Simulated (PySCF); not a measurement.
**Bonding in `C=C[C@@](C=O)(C[SiH3])CC#N`**

C₇H₁₁NOSi.
SMILES with atom numbers: `[CH2:1]=[CH:2][C@@:3]([CH:4]=[O:5])([CH2:6][SiH3:7])[CH2:8][C:9]#[N:10]` (hydrogens: H11, H12 on C1; H13 on C2; H14 on C4; H15, H16 on C6; H17, H18, H19 on Si7; H20, H21 on C8)

Cartesian coordinates in Å at the GFN2-xTB level; atoms count from 1:
```xyz
21
C7H11NOSi angstrom
C      2.2183    0.8051    0.6528
C      1.6049   -0.0703   -0.1232
C      0.1827   -0.5585    0.0348
C      0.3720   -1.7604    0.9497
O      0.4592   -2.8983    0.5890
C     -0.7616    0.4489    0.6912
Si    -1.1083    2.0222   -0.3334
C     -0.3424   -1.0345   -1.3333
C     -1.7386   -1.3798   -1.2767
N     -2.8488   -1.6469   -1.2266
H      3.2465    1.0742    0.4804
H      1.7335    1.3041    1.4737
H      2.1523   -0.5516   -0.9237
H      0.4746   -1.4790    2.0149
H     -0.3636    0.7242    1.6684
H     -1.7126   -0.0536    0.8839
H      0.1474    2.5299   -0.8910
H     -2.0368    1.7121   -1.4194
H     -1.6949    3.0078    0.5723
H      0.2124   -1.9277   -1.6391
H     -0.2051   -0.2511   -2.0831
```

Bond orders from the PBE0/pcSseg-1 density (PySCF). Geometry: GFN2-xTB, one conformer, isolated molecule.

Task: Where do the orders between heavy atoms depart from those drawn in the SMILES?

Result: The largest departure is 0.123, at C3–C4 (drawn single, 0.877). Drawn single, order below 0.88: C3–C4 (0.877).

Task: Set the Mayer orders of the bonds beside their lengths.

Result: 
```tsv
bond	drawn as	length (Å)	Mayer order
C1–C2	double	1.321	1.968
C2–C3	single	1.512	0.987
C3–C4	single	1.522	0.877
C4–O5	double	1.197	2.036
C3–C6	single	1.529	1.013
C6–Si7	single	1.909	0.887
C3–C8	single	1.541	0.985
C8–C9	single	1.439	1.022
C9–N10	triple	1.143	3.042
C1–H11	single	1.077	0.940
C1–H12	single	1.076	0.945
C2–H13	single	1.083	0.956
C4–H14	single	1.106	0.939
C6–H15	single	1.091	0.926
C6–H16	single	1.093	0.927
Si7–H17	single	1.465	0.946
Si7–H18	single	1.462	0.949
Si7–H19	single	1.461	0.952
C8–H20	single	1.095	0.898
C8–H21	single	1.093	0.920
```

Bonds between the same two heavy elements. C–C: lowest C3–C4 (0.877, 1.522 Å), highest C1–C2 (1.968, 1.321 Å); in 3 of the 15 pairs the longer bond (by over 0.003 Å) has the higher order (by 0.02 or more).

Task: Sum the orders of all bonds at each heavy atom with more than one neighbour and set the sums beside the valence in the SMILES.

Result: C1 3.853 (drawn 4), C2 3.911 (drawn 4), C3 3.862 (drawn 4), C4 3.852 (drawn 4), C6 3.753 (drawn 4), Si7 3.734 (drawn 4), C8 3.825 (drawn 4), C9 4.064 (drawn 4). Orders between atoms that aren't bonded are not in these sums.

Mayer orders depend on the basis set.
